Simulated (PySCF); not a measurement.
Compound: C2H6F2GeO.
Bonds: O1–C2, C2–C3, C3–Ge4, Ge4–F5, Ge4–F6. Hydrogens: H7 on O1; H8, H9 on C2; H10, H11 on C3; H12 on Ge4.

Method used: PBE0-D3(BJ)/def2-SVP geometry optimisation, gas phase (PySCF 2.14.0).

Question: What internal coordinates does the optimisation give?

Answer: 
| bond | length (bohr) | order |
| --- | --- | --- |
| O1–C2 | 2.669 | single |
| C2–C3 | 2.862 | single |
| C3–Ge4 | 3.665 | single |
| Ge4–F5, Ge4–F6 | 3.287 | single |
| O1–H7 | 1.818 | single |
| C2–H8, C2–H9 | 2.090 | single |
| C3–H10, C3–H11 | 2.080 | single |
| Ge4–H12 | 2.885 | single |

Bonds in one row agree within 0.02 bohr and their mean is given. Orders are formal, as drawn. A selection of angles:
| angle | degrees |
| --- | --- |
| C2–O1–H7 | 109.6 |
| O1–C2–C3 | 105.9 |
| O1–C2–H8 | 111.5 |
| C3–C2–H8 | 111.3 |
| C3–C2–H9 | 109.2 |
| H8–C2–H9 | 107.8 |
| C2–C3–Ge4 | 106.5 |
| C2–C3–H10 | 112.9 |
| C2–C3–H11 | 111.5 |
| Ge4–C3–H10 | 109.2 |
| H10–C3–H11 | 108.1 |
| C3–Ge4–F5 | 107.7 |
| C3–Ge4–H12 | 123.2 |
| F5–Ge4–F6 | 103.3 |
| F5–Ge4–H12 | 105.8 |
| F6–Ge4–H12 | 108.6 |

Dihedral angles: O1–C2–C3–Ge4 -46° (synclinal); C2–C3–Ge4–F5 -156° (antiperiplanar); H7–O1–C2–C3 162° (antiperiplanar). The mirror-image conformer, all signs reversed, is as good.

Of the pairs four or more bonds apart, O1···F6 is among the closest relative to their van der Waals radii: 3.13 Å, 105 % of the sum of Bondi's values. Ge4 (germanium bonded to C, 2 F and H) is distorted tetrahedral (angles from 103.3° to 123.2°).

Point group: C1 (no symmetry element, even within 0.4 Å). No PBE0-D3(BJ)/def2-SVP frequencies stand behind this structure, so it isn't proved a minimum. The numbers are those of one conformer (H–O1–C2–C3 162°, O1–C2–C3–Ge4 -46°, C2–C3–Ge4–F5 -156°).

Hardware: one thread of an Arm Neoverse V1, no GPU, shared host. Cost: 1.8 min wall, 0.56 GiB resident at most. That covers the optimisation of the geometry.
